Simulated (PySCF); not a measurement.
A structure optimised at r2SCAN-D4/def2-SVP, used in a PySCF frequency run:

```xyz
6

Ga    -0.7814    -0.0098     0.0000
As     1.5978     0.0630     0.0000
H      1.6133    -0.9913     1.1008
H      1.6133    -0.9913    -1.1008
F     -1.7628     0.0115    -1.4478
F     -1.7628     0.0115     1.4478
```

Problem. Write its SMILES, formula and point group.

Solution. [F][Ga]([F])[AsH2], AsF2GaH2, Cs

Problem. What are its rotational constants (standard atomic weights)?

Solution. 5.9954, 1.4061, 1.1505 GHz
